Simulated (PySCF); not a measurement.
A structure optimised at PBE-D3(BJ)/def2-SVP, used in a PySCF frequency run:

```xyz
14

Al    -0.4494     0.9574     0.4679
H     -1.5538     1.3599     1.5631
O      0.6956     2.1442    -0.0443
H      0.6994     3.0506     0.3019
C     -0.3242    -0.8281    -0.3704
C     -0.6128    -1.9547     0.6389
C      0.9892    -1.0560    -1.1353
H     -1.1598    -0.8267    -1.1140
H     -0.6562    -2.9493     0.1404
H      0.1816    -2.0239     1.4137
H     -1.5769    -1.8138     1.1718
H      1.1815    -0.2642    -1.8873
H      0.9865    -2.0340    -1.6676
H      1.8628    -1.0658    -0.4491
```

### Question
Write its SMILES and formula.

### Answer
C[CH](C)[AlH][OH], C₃H₉AlO

### Question
What are its rotational constants (standard atomic weights)?

### Answer
6.1340, 2.3923, 1.8373 GHz
